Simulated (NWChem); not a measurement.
System: C$_{2}$H$_{5}$BrSi; SMILES C=C[SiH2]Br

```xyz
9

Si    -0.8148    -0.5852    -0.0907
Br     0.2001     1.3993     0.2746
C      0.4326    -1.9166    -0.4526
C      0.5768    -2.9895     0.3373
H     -1.5730    -0.9402     1.1338
H     -1.7406    -0.3658    -1.2289
H      1.0582    -1.8339    -1.3422
H      1.2910    -3.7814     0.1165
H     -0.0130    -3.1249     1.2423
```
Atoms are numbered in this order, from 1.

Computed with NWChem. Geometry optimised at B3LYP/6-31G*; all other runs use it. Pople sets run with spherical d functions. This build's default masses of Se (78.918 u) and Br (79.917 u) are each other's, which moves their modes by up to 0.6 %.

| quantity | level | value |
|---|---|---|
| vertical, lowest excitation, singlet (eV) | PBE0/def2-SVPD, TDA | 5.86 |
| solvation free energy (kcal/mol) in water | B3LYP/6-31G*, SMD | 0.3 |
| −ε(HOMO) (eV) | PBE0/def2-SVP | 8.07 |
| isotropic polarisability (bohr³), static | PBE0/def2-SVPD | 74.5 |
| dipole (D) | B3LYP/6-31G* | 2.54 |
| highest harmonic frequency (cm⁻¹) | B3LYP/6-31G* | 3223 |
